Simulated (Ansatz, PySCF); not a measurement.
Process, species as SMILES: CB([S])S → CB([S-])S (an electron is taken up)
Each molecule is optimised on its own at B3LYP-D3(BJ)/def2-TZVP (Ansatz, a first-principles code), one conformer each, not searched for the lowest. Frequencies are from Ansatz or PySCF.
Geometry of the first species:
SMILES: B(C)([S])S
```xyz
8

C     -1.6203    -0.9104     0.2248
B     -0.2745    -0.1046     0.0302
S     -0.3437     1.6437    -0.2453
S      1.3457    -0.9223     0.0810
H     -1.6943    -1.6874    -0.5409
H     -2.5172    -0.2941     0.1705
H     -1.6089    -1.4102     1.1972
H      0.8835    -2.1654     0.3020
```
Charge 0, spin multiplicity 2.

Property: adiabatic electron affinity (0 K, with B3LYP-D3(BJ) harmonic zero-point energies), positive where the reaction releases energy, in eV. Correlated levels leave the core frozen unless marked. Open shells are spin-unrestricted. Spin-orbit coupling is left out. No relativistic terms. Anions need diffuse functions: aug- sets have them; def2-D sets add few; the other sets have none. CBS marks a two-point X^-3 extrapolation of the correlation energy; Hartree-Fock from the larger set.

| level | program | adiabatic electron affinity (eV) |
|---|---|---|
| HF/cc-pV(T+d)Z | Ansatz | 1.37 |
| revPBE/def2-TZVPD | Ansatz | 2.61 |

Q: What does CCSD(T)/CBS(aug-cc-pV(T+d)Z,aug-cc-pV(Q+d)Z) (Ansatz) give?

A: 2.84 eV, so revPBE/def2-TZVPD differs from it by -0.23 eV.
